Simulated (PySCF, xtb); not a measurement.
C₃H₃F₃, SMILES [C@@H]1(F)C(F)(C1)F.

Harmonic wavenumbers (cm⁻¹) from GFN2-xTB run with xtb 6.7.1 at its own minimum, in rising order: 178, 241, 372, 427, 446, 555, 736, 835, 891, 944, 1033, 1049, 1081, 1148, 1186, 1257, 1358, 1456, 3051, 3100, 3127.

What does PySCF with PBE0-D3(BJ)/def2-SVP give at its own minimum? (The exact figures need the calculation; the answer reports its results.)

190, 252, 393, 455, 495, 624, 761, 854, 898, 1019, 1028, 1086, 1132, 1223, 1314, 1363, 1384, 1564, 3161, 3190, 3274. Paired by order, the mean absolute difference is 57 cm⁻¹ and the zero-point energies are 35.0 and 36.7 kcal/mol.
